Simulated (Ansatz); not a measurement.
A nudged elastic band was laid between two geometries of CH5FOSi + H2 (11 atoms, charge 0, multiplicity 1).

Computed with UKS B3LYP/6-31G in Ansatz 0.2.0.

- movable images: 9
- climbing image: yes
- spring: 5.0 eV/Å²
- optimiser: quadratic models (default)
- start path: through a guess of the saddle point
- force threshold: 0.05 eV/Å
- iteration limit: 60
- end points: relaxed

Initial state:

```xyz
11
Properties=species:S:1:pos:R:3
Si -0.974 0.502 0.769
F 0.222 1.608 0.270
O -0.930 -0.920 -0.172
C 0.087 -1.955 -0.130
H -2.307 1.112 0.518
H -0.658 0.186 2.203
H 1.570 2.878 -1.295
H 1.982 3.267 -1.779
H -0.359 -2.857 -0.552
H 0.413 -2.159 0.900
H 0.954 -1.662 -0.732
```

Final state:

```xyz
11
Properties=species:S:1:pos:R:3
Si -1.069 0.897 0.406
F 2.200 0.998 -0.323
O -0.980 -0.692 -0.266
C 0.184 -1.561 -0.209
H -2.518 1.260 0.401
H -0.493 0.965 1.795
H 1.602 1.595 -0.763
H -0.334 1.918 -0.446
H -0.051 -2.438 -0.815
H 0.383 -1.878 0.823
H 1.077 -1.064 -0.602
```

Q: What changes between the two ends?

A: Bonds broken: Si1–F2, H7–H8. Bonds formed: Si1–H8, F2–H7. CH5FOSi + H2 becomes CH6OSi + FH.

Q: What energy profile does the band end with?

A: The forces met the threshold. The highest image is number 8 of 0 to 10, 2.47 eV above the first end and 1.29 eV above the last; the last end lies 1.18 eV above the first. Neighbouring images differ by up to 1.5 eV, so the band resolves the path poorly. A vibrational analysis at the climbing image gives one clearly imaginary mode, 1196i cm⁻¹: a first-order saddle point. The orbitals stay closed-shell, which can raise the energy where a bond breaks towards radicals; this wasn't checked here. Limits of this set-up: no polarisation functions.

| image | path coordinate (Å) | energy (eV) | Si1–F2 (Å) | H7–H8 (Å) | Si1–H8 (Å) |
| --- | --- | --- | --- | --- | --- |
| 0 | 0.00 | 0.00 | 1.70 | 0.74 | 4.78 |
| 1 | 0.78 | 0.00 | 1.70 | 0.74 | 4.70 |
| 2 | 1.56 | 0.00 | 1.70 | 0.74 | 4.59 |
| 3 | 2.34 | 0.01 | 1.70 | 0.74 | 4.40 |
| 4 | 3.12 | 0.02 | 1.70 | 0.74 | 3.93 |
| 5 | 3.90 | 0.08 | 1.71 | 0.74 | 3.45 |
| 6 | 4.68 | 0.28 | 1.71 | 0.74 | 2.90 |
| 7 | 5.46 | 1.00 | 1.77 | 0.75 | 2.30 |
| 8 | 6.24 | 2.47 | 2.10 | 1.00 | 1.78 |
| 9 | 7.12 | 1.41 | 2.78 | 1.50 | 1.55 |
| 10 | 8.00 | 1.18 | 3.35 | 1.99 | 1.52 |

Q: What is the geometry of the highest image?

A: 
```xyz
11
Properties=species:S:1:pos:R:3
Si -0.643 0.904 0.316
F 1.368 0.847 -0.291
O -0.808 -0.712 -0.240
C 0.190 -1.766 -0.184
H -1.993 1.404 -0.087
H -0.327 1.075 1.766
H 0.893 1.932 -0.433
H 0.030 2.424 -0.327
H -0.211 -2.609 -0.746
H 0.370 -2.073 0.853
H 1.130 -1.426 -0.627
```

Run time: 7.3 min on 1 thread of Intel(R) Xeon(R) 6975P-C (Granite Rapids), with other jobs on the host, peak memory 0.18 GiB.
